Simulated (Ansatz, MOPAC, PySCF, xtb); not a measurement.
Dimer: C2H2 (SMILES C#C) (first 4 atoms) with CH3I (SMILES CI); geometry from B3LYP-D3(BJ)/def2-TZVP, rigid monomers moved along the line of their centres of mass till C1···H8 is 2.55 Å.
(charge 0, multiplicity 1):
```xyz
9

C     -0.36684    -0.09415     0.76662
C     -0.26250    -1.05476     0.05944
H     -0.44791     0.75046     1.40922
H     -0.17605    -1.90233    -0.57582
C      1.49356    -0.93755     3.53515
I      0.78149     1.02931     4.06517
H      1.13246    -1.62304     4.29292
H      1.08891    -1.17043     2.55674
H      2.57630    -0.89252     3.52181
```

Counterpoise-corrected where a basis set is named; no monomer relaxation. Rows marked so take none.

Frozen-core correlation. Filled d and f shells under p-block atoms count as core. CBS: X⁻³ extrapolation of the correlation energy, Hartree–Fock from the larger set. Rows in STO-3G carry no dispersion term and start afresh at each structure; the Pople sets are all-electron and without relativity. The state that PM3, PM6 reach isn't checked.

Programs: Ansatz (Gaussian orbitals); MOPAC for PM3, PM6 (differences of heats of formation); PySCF for STO-3G rows, the dispersion terms; xtb for the GFN methods. Each number belongs to the level named beside it. In def2 rows elements past Kr take small-core potentials, without spin–orbit coupling.

```
level                            interaction energy (kcal/mol)
-------------------------------  -----------------------------
PM3                                                       0.81
PM6                                                      -0.93
GFN1-xTB                                                 -1.14
HF/STO-3G (no counterpoise)                               0.50
PBE-D3(BJ)/def2-TZVPPD                                   -2.18
PBE0-D4/def2-TZVPPD                                      -2.02
MP2/def2-SVPD                                            -0.72
MP2/def2-TZVPPD                                          -1.47
MP2/CBS(def2-SVPD, def2-TZVPPD)                            ___
```

Question: Fill in the missing entries.

Answer: 
- MP2/CBS(def2-SVPD, def2-TZVPPD), interaction energy (kcal/mol): -1.72

Ansatz is a quantum-chemistry and plane-wave program.
